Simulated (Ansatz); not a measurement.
Ansatz (an electronic-structure program) input file for C3H4F2Si, SMILES C#CC(F)(F)[SiH3], PBE0/def2-TZVPD. Coordinates come from a PBE0-D3(BJ)/def2-SVP optimisation. The structure was generated by enumeration, and PubChem lists no compound with its InChIKey, so it may never have been made.

Ansatz 0.2 input:
```yaml
crystal:
  periodic: [false, false, false]
  atoms:
    - {symbol: C, position_ang: [0.93911802, 2.37562697, 0.00000000]}
    - {symbol: C, position_ang: [0.28940035, 1.35517650, -0.00000000]}
    - {symbol: C, position_ang: [-0.39424342, 0.06315280, -0.00000000]}
    - {symbol: F, position_ang: [-1.19950927, -0.03649795, -1.09630051]}
    - {symbol: F, position_ang: [-1.19950927, -0.03649794, 1.09630051]}
    - {symbol: Si, position_ang: [0.83670137, -1.43121679, 0.00000000]}
    - {symbol: H, position_ang: [1.50057862, 3.29263776, 0.00000000]}
    - {symbol: H, position_ang: [1.67616989, -1.34334317, -1.22685848]}
    - {symbol: H, position_ang: [0.01877949, -2.67569096, 0.00000001]}
    - {symbol: H, position_ang: [1.67616989, -1.34334317, 1.22685849]}
basis:
  gaussian:
    orbitals: def2-TZVPD
hamiltonian:
  xc: {name: PBE0}
```

Program output:

```
WARN ansatz: RAYON_NUM_THREADS=2 ignored (pool sized by the plan → 2); use --threads N
Functional definition: PBE0
integrals: 0.23 GiB planned
1416 factors; their error is unknown
mean field: 1.97 GiB planned
mean field evaluation 1: about -16472.1167 eV, gradient 4.5e1 eV
mean field evaluation 2: about -16472.0735 eV, gradient 4.5e1 eV
mean field evaluation 4: about -16476.2242 eV, gradient 3.5e0 eV
mean field evaluation 8: about -16476.2651 eV, gradient 5.1e-1 eV
mean field evaluation 16: about -16476.2654 eV, gradient 2.4e-5 eV
mean field -16476.26538939 eV, -605.4915850464 hartree, gradient 2.4e-5 eV, S^2 0.000000; 0 other end points of the search recorded, 0 dependent functions left out
reference -16476.26543174 eV, -605.4915866027 hartree; 27, 27 occupied and 243, 243 virtual orbitals, 1416 factors
Total energy: -16476.26543174 eV, -605.4915866027 hartree
```

The calculation finished and met its thresholds.

Cost: around 9 core-seconds (rough).
